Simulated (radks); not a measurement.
Values are calculated unless marked as measured or tabulated.
Charge is removed step by step from the 5s down level of Yb2+, starting from [Kr] 4d10 4f14 5s(up 1, down 1) 5p6. Level of theory: scalar-relativistic Kohn-Sham, r2SCAN, spin-polarised, spherical densities, finite nucleus; meta-GGA in the generalised Kohn-Sham scheme; Fermi nuclear charge, rms radius 5.3108 fm (a radial shooting solver on a logarithmic mesh with Libxc functionals).

removed (e)  E - E(0) (eV)  eigenvalue (eV)  E minus straight line (eV)
0                    0.000          -71.157                       0.000
0.125                8.996          -72.904                      -0.777
0.25                18.210          -74.664                      -1.335
0.375               27.646          -76.436                      -1.672
0.5                 37.303          -78.220                      -1.787
0.625               47.185          -80.013                      -1.678
0.75                57.290          -81.815                      -1.345
0.875               67.622          -83.627                      -0.786
1                   78.181          -85.447                       0.000

Removing the whole electron costs 78.181 eV by Delta-SCF, against 71.157 eV from minus the eigenvalue at the starting occupation. Slater's transition state (half an electron removed) gives 78.220 eV. Integrating minus the eigenvalue over the occupation (Janak's theorem) gives 78.247 eV. In this scalar-relativistic scheme the density is built from large components alone, so the theorem holds only approximately. The mean slope of the eigenvalue, de/dn, is 14.3 eV per electron.
